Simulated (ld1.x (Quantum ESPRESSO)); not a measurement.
PBE PAW dataset for Co (Z = 27), scalar-relativistic all-electron reference.

```json
{"Element": "cobalt (Co)", "Generator": "ld1.x (Quantum ESPRESSO) 7.5", "Type": "PAW", "Functional": "PBE", "Relativity": "scalar-relativistic", "Frozen core": "[Ne] 3s2", "Valence charge": "15", "Reference configuration": "3p6 3d7 4s1 4p0 (charge +1)", "Partial waves": "4s (bound): rcut 1.55, rcutus 1.95 bohr; 4s channel at 1.35 Ry: rcut 1.55, rcutus 1.95 bohr; 3p (bound): rcut 1.20, rcutus 1.55 bohr; 4p (bound, empty): rcut 1.20, rcutus 1.55 bohr; 3d (bound): rcut 1.40, rcutus 1.65 bohr; 3d channel at -0.7 Ry: rcut 1.40, rcutus 1.65 bohr", "Local potential": "all-electron potential smoothed inside 1.35 bohr (lloc = -1)", "Core correction": "Bessel-smoothed model core, default radius (core density twice the valence density)", "Augmentation charge": "PSQ, inside the norm-conserving radii"}
```

- Cutoffs needed: 40 Ry and 70 Ry (the cutoffs (Ry, on a coarse ladder) from which the occupation-weighted sum of valence levels, in a spherical-Bessel basis at the reference potential, stays within 10 and 1 mRy of its value at 400 Ry)
- Ghost test: ghost state, extra bound levels that the all-electron valence spectrum of the same l lacks: s at -21.0 eV; a true bound ghost makes a file unfit for plane-wave use (spherical-Bessel basis up to 400 Ry, 20 bohr box)
- Configuration tests: test run stopped at test 7 of 7 (negative rho)
- Lowest eigenvalue of the overlap operator: 0.09 (p channel)
- Density cutoff estimated by the generator: 230 Ry
